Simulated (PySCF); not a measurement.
Checking a proposed structure

A compound C5H8O2Si2 gives the data below (simulated from a calculation) and was assigned the structure `C#CC1([SiH2]O[SiH2]O)C=C1`.

$^{13}$C{$^{1}$H} NMR (computed): δ 184.9 (C), 156.3 (CH, 2C), 152.1 (CH, 2C).

$^{1}$H NMR (600 MHz, computed): δ 7.64 (m, 2H), 7.55 (m, 2H), 6.38 (br s, 1H), 4.75 (m, 1H), 4.69 (m, 1H), 4.65 (m, 1H).

One conformer, fast rotation and ring inversion assumed for equivalent nuclei, non-relativistic Hamiltonian, isolated molecule. σ from GIAO-PBE0/pcSseg-1; geometry from GFN2-xTB; PySCF 2.14.

Chemical shifts δ = σref − σ; TMS for $^{1}$H and $^{13}$C, all at this level.

**Question.** Compare with the shifts computed for the proposed structure, pairing carbons in order of shift.

**Answer.** Mapped SMILES: `[CH:1]#[C:2][C:3]1([SiH2:4][O:5][SiH2:6][OH:7])[CH:8]=[CH:9]1` (H(Xn): hydrogen on atom n).

| atom | computed for proposal | given list | difference |
| --- | --- | --- | --- |
| C8 | 119.1 | 184.9 | -65.8 |
| C9 | 119.1 | 156.3 | -37.2 |
| C2 | 95.6 | 156.3 | -60.7 |
| C1 | 64.6 | 152.1 | -87.5 |
| C3 | 4.1 | 152.1 | -148.0 |

The rms difference is 88.3 ppm and the largest -148.0 ppm at C3 (three-membered-ring carbon). The proposal also would give 4 carbon signals, not 3. The carbon types in order of shift don't match either: CH, CH, C, CH, C for the proposal against C, CH, CH, CH, CH in the data. The proposal doesn't fit.

**Question.** Which isomer fits?

**Answer.** SMILES C1=C[SiH2]C=C[SiH]1C(=O)O.

- Carbon types of the structure: 1 × C, 4 × CH, leaving 4 H on heteroatoms.
- δC 184.9: carbonyl carbon.
- δC 156.3, 152.1: alkene CH; as expected for a trigonal carbon in a double bond.
- δH 7.64, 7.55: hydrogen on an alkene CH; attached to an sp2 carbon and in the plane of the double bond.
- δH 6.38: hydrogen on an acid hydroxyl oxygen; exchangeable; this is the value without hydrogen bonding to other molecules.

This is the structure that produced the data.

OH/NH shifts are gas-phase values; hydrogen bonding in solution moves them, usually downfield. Shifts are as computed. Against solution values, carbons near 30 ppm lie about +3 ppm off and those near 130 ppm about +5 ppm. Of 1211 compounds with measured shifts, 218 miss one by over three times the rms of a fit or turn the order of signals round; such compounds aren't used in these exercises. Hydrogen bonding in solution deshields acid and N–H amide carbonyl carbons by as much as 10 ppm beyond these values. Multiplicities follow the n + 1 count of equivalent neighbours, as no J values were calculated; m marks all less simple cases, F and P coupling included.
